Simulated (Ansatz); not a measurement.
Cl2H5NSi2, SMILES `Cl[SiH2]N[SiH2]Cl`, relaxed with RKS PBE-D4/def2-SVP in the Gaussian-basis code of Ansatz from a rough embedded geometry. The force threshold is 0.03 eV/Å; the program also tests the step.

Total charge 0; spin multiplicity 1.

Start:

```xyz
10

Cl   -2.730    1.176    1.074
Si   -1.368    0.165   -0.001
N     0.136    0.729    0.481
Si    1.416   -0.162   -0.392
Cl    1.796   -1.853    0.676
H    -1.492   -1.294    0.309
H    -1.598    0.456   -1.448
H     0.306    0.585    1.437
H     2.560    0.667   -0.364
H     0.975   -0.469   -1.773
```

Q: By how much does the energy fall, and how many steps does the optimiser take? (An estimate is asked.)

A: The calculation gave: 0.69 eV, in 15 steps.

Q: Which bonds change most? (An estimate is asked.)

A: The calculation gave: Si4–H9 from 1.414 to 1.498 Å; Cl1–Si2 from 2.008 to 2.089 Å; Si2–N3 from 1.677 to 1.744 Å; Si4–Cl5 from 2.036 to 2.089 Å.

Q: Give the relaxed structure. (Best estimate.)

A: Ansatz gave: 
```xyz
10

Cl   -2.436    1.891    0.037
Si   -1.559   -0.001    0.142
N     0.109    0.075    0.646
Si    1.523   -0.022   -0.371
Cl    2.342   -1.944   -0.403
H    -2.358   -0.785    1.137
H    -1.587   -0.600   -1.230
H     0.278    0.181    1.652
H     2.587    0.891    0.155
H     1.101    0.315   -1.766
```
